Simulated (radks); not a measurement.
The numbers below are computed, except where a source is named.
Task: These are the eigenvalues of the occupied orbitals of an atom or ion with whole-number occupations (eV). Level of theory: scalar-relativistic Kohn-Sham, exchange-only LDA, spin-polarised, spherical densities, point nucleus (a radial shooting solver on a logarithmic mesh with Libxc functionals).

orbital  eigenvalue
1s up     -60931.09
1s down   -60930.10
2s up     -11662.11
2s down   -11661.50
2p up     -10499.85
2p down   -10499.01
3s up     -3834.183
3s down   -3833.112
3p up     -3481.205
3p down   -3480.033
3d up     -3057.539
3d down   -3056.484
4s up     -1825.385
4s down   -1819.765
4p up     -1691.791

Which element is it, and in what charge state? The configuration may be excited. Open shells, if any, are filled with parallel spins first.

Result: Z = 69, thulium, charge +38: Tm38+ in [Ar] 3d10 4s2 4p1. The list shows which subshells hold electrons but not how many an open one holds; the 1s level, -2239.2 hartree, gives Z - s = 66.9 by -(Z - s)^2/2, which with screening and relativity narrows Z to a few neighbours, and the depths of the outer levels then fix element, charge and occupations together.
